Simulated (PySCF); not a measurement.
C₃H₅, SMILES C=[C]C, doublet at its B3LYP/def2-SVP optimised geometry (Å):

```
8

C      0.8570    -0.6058     0.0000
C      0.1514     0.5038     0.0000
C     -1.2392     0.9776     0.0002
H      1.9539    -0.6058     0.0000
H      0.3724    -1.5982    -0.0001
H     -1.9539     0.1289    -0.0016
H     -1.4542     1.5950     0.8891
H     -1.4536     1.5982    -0.8866
```

Calculation: unrestricted B3LYP/def2-TZVP (PySCF). Cells within 0.4 Å of a nucleus heavier than hydrogen are left out (blank, or x).

Map of the electrostatic potential (hartree/e), clipped to [-0.08, 0.12] on the plane z = 0.0 Å:

```
|111111111111111111111111111|
|111111111111111111111111111|
|111112211111111111011111111|
|111222222211111000000011111|
|112222222221110000000001111|
|112222223322110000000001111|
|122222346654211000000001111|
|122223599999532100000001111|
|222224999999997410000001111|
|22223599xx99999961000011111|
|22223699xxx9999994100111111|
|222349999x999xx998311111111|
|2223699999999xx999743322111|
|222379999999999999999742211|
|222359999769999xx9999963211|
|222346886435899xxx999973221|
|222233443333699xx9999963221|
|222222222223799999999742211|
|122222222224999999644322211|
|112222222224999995322222111|
|111122222223699973211111111|
|111111122223456532211111111|
|111111112222233322111111111|
|111111111122222221111111111|
|111111111112222211111111111|
|111111111111111111111111111|
|111111111111111111111111111|
```
Scale: ten equal steps from -0.022 (start of '0') to 0.120 (end of '9'), in the order '0123456789'; x runs from -4.00 to 4.00, y from -4.00 (bottom) to 4.00 (top).
